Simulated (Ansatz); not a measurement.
C7H12BN, SMILES `C[BH-](C)[n+]1ccccc1`, relaxed with RKS PBE0-D4/def2-TZVP in the Gaussian-basis code of Ansatz from a PBE-D4/def2-SVP geometry. The force threshold is 0.005 eV/Å; the program also tests the step.

The species carries charge 0 and has multiplicity 1.

Start:

```xyz
21

C    -2.345   -0.560    0.107
B    -0.849   -1.203    0.128
C    -0.395   -1.778    1.583
N     0.198   -0.017   -0.275
C     0.301    1.088    0.500
C     1.180    2.129    0.197
C     1.987    2.031   -0.948
C     1.876    0.885   -1.746
C     0.972   -0.117   -1.378
H    -2.617   -0.102   -0.869
H    -2.515    0.210    0.894
H    -3.086   -1.366    0.300
H    -0.686   -2.039   -0.776
H    -0.513   -1.043    2.413
H    -1.040   -2.644    1.844
H     0.656   -2.141    1.608
H    -0.354    1.109    1.382
H     1.227    3.006    0.858
H     2.690    2.835   -1.211
H     2.482    0.756   -2.654
H     0.832   -1.042   -1.955
```

```csv
step,energy (eV),largest force (eV/Å),largest move (Å)
1,-9613.5406,0.774,0.000
2,-9613.6399,0.278,0.036
3,-9613.6479,0.046,0.015
4,-9613.6479,0.021,0.003
5,-9613.6479,0.012,0.002
6,-9613.6479,0.004,0.002
```

End:

```xyz
21

C    -2.327   -0.556    0.104
B    -0.844   -1.197    0.128
C    -0.391   -1.765    1.570
N     0.202   -0.012   -0.276
C     0.301    1.077    0.491
C     1.168    2.107    0.194
C     1.964    2.009   -0.936
C     1.858    0.879   -1.728
C     0.964   -0.111   -1.365
H    -2.593   -0.108   -0.860
H    -2.488    0.209    0.876
H    -3.063   -1.343    0.299
H    -0.682   -2.017   -0.763
H    -0.497   -1.034    2.384
H    -1.028   -2.613    1.840
H     0.643   -2.128    1.591
H    -0.345    1.096    1.358
H     1.215    2.970    0.845
H     2.655    2.802   -1.195
H     2.457    0.755   -2.621
H     0.829   -1.020   -1.935
```

Hardware: 2 threads of an AMD EPYC 7R13 on a shared host and a share of an NVIDIA H100 80 GB. Wall time 37 s, peak host memory 0.97 GiB.
